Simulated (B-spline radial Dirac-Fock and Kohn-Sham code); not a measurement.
## L-shell conversion coefficients of Br against transition energy

Level of theory: a Dirac-Hartree-Slater potential of the neutral atom with a Latter tail (no hole, which puts coefficients of high multipoles low close above an edge), finite nucleus with surface currents; an atomic code on a B-spline grid. Subshells within 1 keV of threshold and pair formation are left out.

```csv
energy (keV),E2,E3,E4,M1,M2,M3
13.1,1120,253000,3.02e+07,4.24,736,130000
14.7,631,126000,1.37e+07,3.00,437,64600
18.4,210,32300,2.93e+06,1.54,160,16900
18.6,199,30200,2.72e+06,1.49,152,15900
18.8,189,28300,2.53e+06,1.44,145,14900
20,140,19500,1.65e+06,1.20,110,10400
21.7,94.6,11900,939000,0.941,77.0,6440
22.4,81.3,9850,754000,0.856,67.0,5360
23.9,59.6,6670,481000,0.706,50.4,3690
27.5,30.7,2870,182000,0.466,27.4,1660
32.7,13.7,1020,55100,0.280,13.1,626
50,2.04,84.0,2960,0.0810,2.22,62.4
100,0.110,1.73,28.1,0.0114,0.143,1.84
164,0.0154,0.133,1.22,0.00297,0.0232,0.181
165,0.0151,0.129,1.17,0.00292,0.0227,0.176
188,0.00912,0.0675,0.533,0.00207,0.0143,0.0983
200,0.00720,0.0500,0.369,0.00176,0.0116,0.0750
206,0.00644,0.0434,0.310,0.00163,0.0104,0.0659
272,0.00230,0.0118,0.0636,0.000803,0.00410,0.0204
276,0.00218,0.0111,0.0587,0.000774,0.00391,0.0192
365,0.000813,0.00326,0.0134,0.000388,0.00160,0.00629
500,0.000290,0.000921,0.00293,0.000183,0.000619,0.00195
771,8.32e-05,0.000203,0.000486,6.89e-05,0.000184,0.000448
1000,4.33e-05,9.29e-05,0.000194,3.95e-05,9.35e-05,0.000201
1180,2.96e-05,5.92e-05,0.000115,2.80e-05,6.20e-05,0.000124
1200,2.85e-05,5.67e-05,0.000109,2.71e-05,5.95e-05,0.000118
1280,2.48e-05,4.80e-05,9.01e-05,2.38e-05,5.10e-05,9.88e-05
1470,1.85e-05,3.41e-05,6.07e-05,1.81e-05,3.68e-05,6.78e-05
2000,1.02e-05,1.70e-05,2.74e-05,1.01e-05,1.85e-05,3.08e-05
```

Problem. How fast do they fall between 1280 and 2000 keV?

Solution. As powers of the energy: E2 E^-1.99, E3 E^-2.33, E4 E^-2.67, M1 E^-1.93, M2 E^-2.27, M3 E^-2.61. Within one type (E or M) the higher multipoles fall faster.

Values without a named source are computed, but for edge energies of neutral atoms, which are taken from tables.
